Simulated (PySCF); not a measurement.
**Computed NMR parameters against published values**

Bonds (- single, = double, # triple, : aromatic): C1-Si2, Si2-C3, C3:C4, C4:C5, C5:C6, C6:C7, C7:C8, C8:C3. C1 carries H9, H10, H11; Si2 carries H12, H13; C4 carries H14; C5 carries H15; C6 carries H16; C7 carries H17; C8 carries H18.

Averaged over atoms made equivalent by symmetry, fast rotation or ring inversion, no solvent, a single conformation, non-relativistic. PBE0/pcSseg-1 with gauge-including orbitals; GFN2-xTB structure; PySCF 2.14.0 with density-fitted response routines.

Reference values: estimated from measurements, as parent shift plus tabulated substituent increment (solution, not stated per compound (mostly CDCl3 or CCl4); Pretsch, Buehlmann, Badertscher, Structure Determination of Organic Compounds, 4th ed. (2009)).
| atoms | quantity | reference | computed | computed, scaled |
| --- | --- | --- | --- | --- |
| C4/C8 | δ 13C | 134.8 | 140.7 | 134.9 |
| C6 | δ 13C | 129.5 | 135.0 | 129.4 |
| C5/C7 | δ 13C | 128.0 | 133.2 | 127.6 |

Computed shifts are σ(ref) − σ with the named reference compound (TMS for H and C) calculated as an isolated molecule at the same level. The measured values may be among those fitted. Scaled to experiment by linear calibration (H and C: mostly CDCl3 data, vs TMS): 13C (scatter 2.1 ppm rms, 2.3 ppm with the 13 outliers that the fit left out). Occasional misses reach two or three times the rms, and more in compound classes unlike the fitted ones.

Question: How far are the unscaled 13C shifts from the references?

Answer: Mean signed difference +5.53 ppm, mean absolute 5.53 ppm over 3 comparisons; the largest is +5.9 ppm at C4/C8 (aromatic CH).
